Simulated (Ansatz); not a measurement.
`[SiH3][SiH2]BCl` + `BN` → `BN[SiH2][SiH3]` + `BCl` at 700 K and 1 bar (cleavage of the Si–B bond).

Isolated molecules relaxed with PBE0-D4/def2-TZVP in Ansatz; ΔE leaves out vibrations. CCSD(T)/CBS adds triple-zeta CCSD(T) − MP2 to the extrapolated MP2 energy (def2 sets, frozen cores). This one scheme is used for every species. One conformer a species, not always the lowest.

```json
{"species": "`[SiH3][SiH2]BCl`", "CCSD(T)/CBS energy (Eh)": "-1066.34562", "H − E (kJ/mol)": "227.3", "S (J/(mol·K))": "491.3"}
{"species": "`BN`", "CCSD(T)/CBS energy (Eh)": "-81.93499", "H − E (kJ/mol)": "163.7", "S (J/(mol·K))": "282.2"}
{"species": "`BN[SiH2][SiH3]`", "CCSD(T)/CBS energy (Eh)": "-662.50812", "H − E (kJ/mol)": "298.6", "S (J/(mol·K))": "489.1"}
{"species": "`BCl`", "CCSD(T)/CBS energy (Eh)": "-485.78909", "H − E (kJ/mol)": "86.3", "S (J/(mol·K))": "276.7"}
```

H − E and S are ideal-gas, rigid-rotor, harmonic terms from PBE0-D4/def2-TZVP, for one conformer and one mirror image of each species. 1 Eh = 2625.50 kJ/mol, R = 8.31446 J/(mol·K).

Problem. By hand: ΔE, ΔH, ΔS and ΔG.

Solution. ΔE = (-662.50812) + (-485.78909) − (-1066.34562) − (-81.93499) = -0.01660 Eh = -43.6 kJ/mol. Δ(H − E) = 298.6 + 86.3 − 227.3 − 163.7 = -6.1, so ΔH = -49.7 kJ/mol. ΔS = 489.1 + 276.7 − 491.3 − 282.2 = -7.7 J/(mol·K). ΔG = -49.7 − 700 × (-7.7)/1000 = -44.3 kJ/mol.

Problem. By hand: the equilibrium constant, and the temperature at which ΔG would vanish if ΔH and ΔS stayed fixed.

Solution. log₁₀ K = −ΔG/(RT ln 10) = 3.3. ΔG = 0 at ΔH/ΔS = 6455 K, far beyond where these terms or the molecules hold.

The number of gas molecules stays the same, so ΔS is small and ΔH decides. A doubt of 5 kJ/mol in ΔE shifts log₁₀ K by 0.4 here. Other conformers and mirror images would add mixing entropy, several J/(mol·K) or more a flexible species. Modes under 60 cm⁻¹, often nearly free rotors, make the harmonic entropy too high. These are equilibria of isolated gas molecules and say nothing of rates. Largest T1 diagnostic: 0.014 (customary marks: 0.02 for closed shells, 0.045 for open ones).
